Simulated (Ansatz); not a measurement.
Input file for Ansatz (a first-principles code): U-wB97X-V/def2-TZVPP on TeN, 2S+1 = 4, a spin state set in the input, which need not be the lowest, a point of a bond scan (R = 2.052 Å). Elements past Kr take the def2 small-core potentials; no spin–orbit coupling.

Ansatz 0.2 input:
```yaml
crystal:
  periodic: [false, false, false]
  atoms:
    - {symbol: N, position_ang: [0.00000000, 0.00000000, 0.00000000]}
    - {symbol: Te, position_ang: [0.00000000, 0.00000000, 2.05183500]}
basis:
  gaussian:
    orbitals: def2-TZVPP
    pivot_positions_ang: [[0.00000000, 0.00000000, 0.00000000], [0.00000000, 0.00000000, 2.05183500]]
hamiltonian:
  xc: {name: wB97X-V}
magnetization: {spin_polarized: true, initial_magnetization: 3}
output: {forces: true, orbitals: {seedname: ./end}}
```

The head of its log:

```
WARN ansatz: RAYON_NUM_THREADS=2 ignored (pool sized by the plan → 2); use --threads N
Functional definition: wB97X-V
integrals: 0.02 GiB planned
566 factors; their error is unknown
integrals: 0.06 GiB planned
125 factors; integrals over basis functions are off by at most 8.4e-6 eV
mean field: 0.38 GiB planned
mean field evaluation 1: about -8775.1931 eV, gradient 2.4e1 eV
mean field evaluation 2: about -8772.9540 eV, gradient 3.3e1 eV
```

Task: Give the final energy of this run.

Result: -322.6050 hartree.
